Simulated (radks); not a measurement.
Coulomb parameter of the 4f shell of the europium ion Eu+ in the model configuration [Xe] 4f5.5 5d1.5 6s1, as a second difference U = [E(n + 0.5) + E(n - 0.5) - 2 E(n)] / (0.5)^2 with all orbitals relaxed. "Bare": the charge of the atom changes with n. "Screened": the 5d shell takes up the change at fixed total charge, which measures U(4f,4f) + U(5d,5d) - 2 U(4f,5d). Calculated with a radial shooting solver on a logarithmic mesh with Libxc functionals: scalar-relativistic Kohn-Sham, PBEsol, spin-unpolarised, spherical densities, finite nucleus; Fermi nuclear charge, rms radius 5.1115 fm.

case                  configuration  E - E(n) (eV)
start          [Xe] 4f5.5 5d1.5 6s1          0.000
bare +0.5        [Xe] 4f6 5d1.5 6s1         -7.071
bare -0.5        [Xe] 4f5 5d1.5 6s1         11.031
screened +0.5      [Xe] 4f6 5d1 6s1         -3.752
screened -0.5      [Xe] 4f5 5d2 6s1          5.081

U(bare) = 15.839 eV, U(screened by 5d) = 5.318 eV, against the Slater integral F0(4f,4f) = 29.355 eV with frozen orbitals.
